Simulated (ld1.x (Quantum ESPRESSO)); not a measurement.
Before and after: TM potential for Au (Z = 79)

| Item | Value |
| --- | --- |
| Element | gold |
| Generator | ld1.x (Quantum ESPRESSO) 7.5 |
| Type | norm-conserving Troullier–Martins (Kleinman–Bylander form) |
| Functional | LDA (PZ) |
| Relativity | scalar-relativistic |
| Frozen core | [Kr] 4d10 4f14 5s2 |
| Valence charge | 17 |
| Reference configuration | 5p6 5d10 6s1 6p0 |
| Partial waves | 6s (bound): rc 1.95 bohr; 5p (bound): rc 1.60 bohr; 5d (bound): rc 1.90 bohr |
| Local potential | all-electron potential smoothed inside 1.55 bohr (lloc = -2) |
| Core correction | a·sin(br)/r model core, default radius (core density twice the valence density) |

Change: local potential all-electron potential smoothed inside 2.28 bohr (lloc = -2).

Cutoffs: the cutoffs (Ry, on a coarse ladder) from which the occupation-weighted sum of valence levels, in a spherical-Bessel basis at the reference potential, stays within 10 and 1 mRy of its value at 400 Ry; they do not see the model core or the augmentation charge, which bear on the density cutoff. Errors are all-electron minus pseudo energies relative to the spin-unpolarised reference configuration.

Task: What does the change do?

Result: The potential gets neither clearly harder nor softer (55 Ry and 80 Ry → 55 Ry and 80 Ry); the bound ghost in s disappears; of the 9 tests that both files solve, the error grows in 5 and shrinks in 0 by more than 15 % and 0.3 meV (median size 8.4 → 27.5 meV). In the separable form a ghost depends on how the local part lies against the semilocal potential of the channel, so the choice of the local part can create or remove one. The local part now departs from the all-electron potential out to 2.28 bohr, far beyond the p radius of 1.60 bohr, and whatever the projectors do not describe feels it: the likely cause.

| quantity | base | changed |
| --- | --- | --- |
| cutoff, loose | 55 Ry | 55 Ry |
| cutoff, tight | 80 Ry | 80 Ry |
| loose cutoff by channel (10 mRy a level) | s 15 Ry, p 30 Ry, d 35 Ry | s 12 Ry, p 30 Ry, d 35 Ry |
| bound ghosts | s | none |
| error for 5p6 5d10 6s0 6p0, meV [ΔE 9.77 eV] | -11 | -12 |
| error for 5p6 5d9 6s0 6p0, meV [ΔE 31.28 eV] | -6.2 | -30 |
| error for 5p6 5d8 6s0 6p0, meV [ΔE 65.44 eV] | -8.4 | -117 |
| error for 5p6 5d10 6s0 6p1, meV [ΔE 5.40 eV] | +33 | -307 |
| error for 5p6 5d10 6s0.5 6p0, meV [ΔE 3.95 eV] | -3.2 | -3.2 |
| error for 5p6 5d9 6s1 6p0, meV [ΔE 12.37 eV] | -14 | -12 |
| error for 5p6 5d7 6s0 6p0, meV [ΔE 113.44 eV] | -28 | -296 |
| error for 5p6 5d10 6s1 6p0 (spin-polarised), meV [ΔE -0.13 eV] | +0.1 | -0.1 |
| error for 5p6 5d9 6s0 6p0 (spin-polarised), meV [ΔE 31.13 eV] | -4.0 | -28 |

Base: These tests converged, but a pseudo level misses the all-electron one widely, so the file describes the atom poorly there or has found another state: 5p6 5d7 6s0 6p0: empty 6s by 6.8 eV. A true bound ghost makes a file unfit for plane-wave use even where its test errors are small: the radial tests pick states by their node count and pass the ghost by.
